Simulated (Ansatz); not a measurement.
CF3HfNO, SMILES `O=C=[N][Hf]([F])([F])[F]`. The species carries charge 0 and has multiplicity 1. Hf: def2 effective core potential. Geometry: relaxed with PBE0-D4/def2-TZVP. It is one conformer, not always the lowest.

```xyz
7

O    -1.963   -1.617   -2.081
C    -1.270   -1.046   -1.346
N    -0.551   -0.454   -0.584
Hf    0.658    0.542    0.697
F     2.007    1.458   -0.271
F     1.475   -0.682    1.894
F    -0.355    1.799    1.691
```

(1) What is the dipole moment at PBE/def2-TZVPP? (Best estimate.)

(2) And with r2SCAN, B3LYP, ωB97M-V? (Estimate.)

(3) Give the Mulliken charges with PBE, B3LYP, ωB97M-V in def2-TZVPP. (Estimate.)

Answers

(1) Ansatz gave: 0.39 D, with components (0.23, 0.19, 0.25) D in this frame, pointing from negative to positive charge.

(2) Ansatz gave: r2SCAN 0.39 D, B3LYP 0.38 D, ωB97M-V 0.44 D.

(3) Ansatz gave: 
```
atom    PBE  B3LYP  ωB97M-V
  O1  -0.14  -0.18    -0.21
  C2   0.17   0.25     0.32
  N3  -0.28  -0.36    -0.41
 Hf4   1.12   1.31     1.29
  F5  -0.29  -0.34    -0.33
  F6  -0.29  -0.34    -0.33
  F7  -0.29  -0.34    -0.33
```

B3LYP here is the variant with VWN-RPA as its local correlation; programs differ in this.
